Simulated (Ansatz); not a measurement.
Isolated molecules relaxed with PBE0-D4/def2-TZVP in Ansatz; ΔE leaves out vibrations. CCSD(T)/CBS adds triple-zeta CCSD(T) − MP2 to the extrapolated MP2 energy (def2 sets, frozen cores). This one scheme is used for every species. DFT in def2-TZVPP. B3LYP here is the variant with VWN-RPA as its local correlation; programs differ in this. One conformer a species, not always the lowest.

`O=C[SiH2][SiH3]` + `O[SiH2]F` → `F[SiH2]O[SiH2][SiH3]` + `C=O`  (ligand exchange at the Si–C bond)

CCSD(T)/CBS gives -27.4 kcal/mol.

Task: Another level gave -27.4 kcal/mol. Which?
A. B3LYP-D4/def2-TZVPP
B. PBE/def2-TZVPP
C. PBE0/def2-TZVPP
D. r2SCAN/def2-TZVPP

Result: A. B3LYP-D4 -27.4, PBE0 -24.1, r2SCAN -25.2, PBE -21.5 kcal/mol.

Largest T1 diagnostic among the species: 0.016.

From PBE to PBE0 (25 % exact exchange), in def2-TZVPP and without D4, ΔE moves by −2.6 kcal/mol. In def2-TZVPP, CCSD(T) changes the Hartree–Fock value by +5.0 kcal/mol (the triples alone add +0.9 kcal/mol) and MP2 by +4.4 kcal/mol. The D4 term adds −1.3 kcal/mol with B3LYP and −0.8 kcal/mol with PBE0; it sums over pairs of atoms, weighted by their polarisabilities, and B3LYP, whose exchange is more repulsive, gets the larger term.
